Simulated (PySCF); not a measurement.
CH₄AlBr. Atoms are numbered in the order given.

```xyz
7

Al    -0.4622    -1.1476    -0.0617
H     -1.6418    -1.6808    -0.9644
Br     0.0522     1.0600    -0.2812
C      0.5726    -2.2092     1.2021
H      0.5087    -1.7809     2.2174
H      1.6422    -2.2059     0.9287
H      0.2348    -3.2571     1.2493
```

Geometry optimised at B3LYP-D3(BJ)/def2-SVP. The geometry has at least one imaginary mode, so it is a saddle point at that level.

The numbers are results of PySCF 2.14.0 with TDDFT-M06-2X/def2-SVPD, not measurements.

Vertical excitations. Gas-phase values at a fixed geometry.

```json
[
 {"state": "S1", "energy (eV)": "5.27", "λ (nm)": "235", "f": "0.001", "main pairs": "HOMO→LUMO 95 %"},
 {"state": "S2", "energy (eV)": "6.32", "λ (nm)": "196", "f": "0.000", "main pairs": "HOMO−2→LUMO 93 %"},
 {"state": "S3", "energy (eV)": "6.53", "λ (nm)": "190", "f": "0.051", "main pairs": "HOMO−1→LUMO 95 %"},
 {"state": "S4", "energy (eV)": "6.66", "λ (nm)": "186", "f": "0.007", "main pairs": "HOMO−3→LUMO 96 %"},
 {"state": "S5", "energy (eV)": "6.77", "λ (nm)": "183", "f": "0.118", "main pairs": "HOMO→LUMO+1 76 %, HOMO→LUMO+2 17 %"},
 {"state": "S6", "energy (eV)": "7.26", "λ (nm)": "171", "f": "0.068", "main pairs": "HOMO−1→LUMO+1 69 %, HOMO−1→LUMO+2 26 %"},
 {"state": "S7", "energy (eV)": "7.42", "λ (nm)": "167", "f": "0.079", "main pairs": "HOMO→LUMO+2 40 %, HOMO−2→LUMO+1 34 %, HOMO→LUMO+1 12 %, HOMO→LUMO+3 6 %"},
 {"state": "S8", "energy (eV)": "7.75", "λ (nm)": "160", "f": "0.028", "main pairs": "HOMO−2→LUMO+1 37 %, HOMO→LUMO+2 31 %, HOMO−2→LUMO+2 13 %"},
 {"state": "S9", "energy (eV)": "8.00", "λ (nm)": "155", "f": "0.038", "main pairs": "HOMO→LUMO+3 71 %"},
 {"state": "S10", "energy (eV)": "8.21", "λ (nm)": "151", "f": "0.183", "main pairs": "HOMO−3→LUMO+1 68 %, HOMO−3→LUMO+2 11 %"},
 {"state": "T1", "energy (eV)": "5.02", "λ (nm)": "247", "f": "0", "main pairs": "HOMO→LUMO 87 %"},
 {"state": "T2", "energy (eV)": "5.88", "λ (nm)": "211", "f": "0", "main pairs": "HOMO−1→LUMO 95 %"},
 {"state": "T3", "energy (eV)": "6.10", "λ (nm)": "203", "f": "0", "main pairs": "HOMO−2→LUMO 86 %"},
 {"state": "T4", "energy (eV)": "6.21", "λ (nm)": "200", "f": "0", "main pairs": "HOMO→LUMO+1 63 %, HOMO→LUMO+2 17 %"}
]
```
Triplets are in the Tamm–Dancoff approximation, which puts them higher than full response would, so one can lie above its singlet here.
